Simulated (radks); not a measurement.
All-electron atom: the nickel ion Ni15+ in [Ne] 3s2 3p1.

All-electron calculation, scalar-relativistic Kohn-Sham, r2SCAN, spin-unpolarised, spherical densities, finite nucleus; meta-GGA in the generalised Kohn-Sham scheme; Fermi nuclear charge, rms radius 3.7757 fm. Program: a radial shooting solver on a logarithmic mesh with Libxc functionals.

Energy parts (hartree):
| part | energy |
|---|---|
| total | -1411.90537 |
| kinetic | 1433.54337 |
| electron-nucleus | -3120.61587 |
| Hartree | 323.33973 |
| exchange-correlation | -48.17259 |

Orbitals (lengths in bohr, moments of r in powers of bohr):
orbital  occ.  eigenvalue (hartree)     <r^2>       <r^4>
1s          2             -321.7322  0.003935  0.00003988
2s          2             -54.69502   0.06875    0.008125
2p          6             -49.67174   0.05504    0.006026
3s          2             -19.09420    0.4454      0.2907
3p          1             -17.51037    0.4405      0.2944

The highest occupied level is 3p at -476.48 eV. Summed over all electrons, <r^2> = 1.807 bohr^2, which gives a Langevin (diamagnetic) susceptibility term of -1.43 x 10^-6 cm^3/mol. For comparison, the ionisation energy in NIST's Atomic Spectra Database is 495 eV (semi-empirical). In exact Kohn-Sham theory the highest level is minus the ionisation energy, but local and semilocal functionals leave it too shallow, through self-interaction and a potential that decays too fast; potentials with the right tail come closer. The electron density at the nucleus is 1.992e+04 e/bohr^3 (large components only).

Beside tabulated values, note that spin-unpolarised runs miss the spin-polarisation part of the exchange energy of open shells.
